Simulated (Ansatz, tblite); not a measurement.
Cost and result up the ladder for CrCl5OH⁴⁻ (relaxed from a model of [Cr(OH)Cl5]4-, whose bonding it doesn't keep) (8 atoms). The state is a quintet with charge -4. Geometry: PBE-D4/def2-SVPD, loosely relaxed.

```xyz
8

Cr    1.332    1.551    0.368
O     0.503   -0.178    0.243
H    -0.428    0.028    0.454
Cl    2.370    3.760    0.860
Cl   -5.125    2.402  -20.533
Cl   -1.128  -10.587   18.193
Cl    3.433    0.619   -0.479
Cl   -0.957    2.405    0.894
```

Ansatz on 4 threads of Arm Neoverse N1 on a shared host; xTB runs through tblite on one thread. Times are rough, summed over both states, and most runs start from the orbitals of an earlier one. No level here is sound enough to serve as a yardstick. The other state is a singlet at its own geometry.

The xTB rows come from tblite. LC-ωPBE has ω = 0.4 bohr⁻¹. A multiply charged anion in the gas phase is held together partly by the finite basis. In the quintet geometry the species has come apart into loosely held pieces. The order of the spin states hangs on the level: the triplet lies 0.28 eV below the quintet at PBE-D4/def2-TZVPD, but 0.79 eV above it at HF/STO-3G. The triplet is doubtful at PBE-D4/def2-TZVPD (⟨S²⟩ 2.87, where a pure state has 2.00). The triplet is doubtful at HF/STO-3G (⟨S²⟩ 2.99, where a pure state has 2.00). In the singlet geometry the species has come apart into loosely held pieces. At PBE0-D4/def2-TZVPD a triplet of charge -4 lies 1.60 eV below the restricted singlet, each at its own geometry. That triplet is doubtful there (⟨S²⟩ 2.99, where a pure state has 2.00).

Run but left out: B2PLYP/def2-TZVPD (singlet: restricted singlet, unstable towards broken spin symmetry).

xTB has no spin-polarisation term.

```
                             level  functions  wall time
                          GFN2-xTB         59    0.036 s
                          GFN1-xTB         60    0.036 s
                         HF/STO-3G         69      4.4 s
                 PBE-D4/def2-TZVPD        327       26 s
r2SCAN-D4/def2-TZVPD (with forces)        327       62 s
                LC-ωPBE/def2-TZVPD        327       70 s
                PBE0-D4/def2-TZVPD        327      2 min
```

(1) Estimate what each level gives for the singlet − quintet (eV).

Answers

(1) 
| level | singlet − quintet (eV) | remarks |
| --- | --- | --- |
| GFN2-xTB | -1.67 | loose geometry (quintet) |
| GFN1-xTB | -1.94 | loose geometry (quintet) |
| HF/STO-3G | 3.58 | HOMO above zero (quintet), HOMO above zero (singlet), loose geometry (quintet), restricted singlet, untested (singlet) |
| PBE-D4/def2-TZVPD | 1.06 | HOMO above zero (quintet), HOMO above zero (singlet), loose geometry (quintet), restricted singlet, untested (singlet) |
| r2SCAN-D4/def2-TZVPD (with forces) | 1.62 | HOMO above zero (quintet), HOMO above zero (singlet), loose geometry (quintet), restricted singlet, untested (singlet) |
| LC-ωPBE/def2-TZVPD | 1.50 | HOMO above zero (quintet), HOMO above zero (singlet), loose geometry (quintet), restricted singlet, untested (singlet) |
| PBE0-D4/def2-TZVPD | 1.56 | HOMO above zero (quintet), HOMO above zero (singlet), loose geometry (quintet), restricted singlet, untested (singlet) |
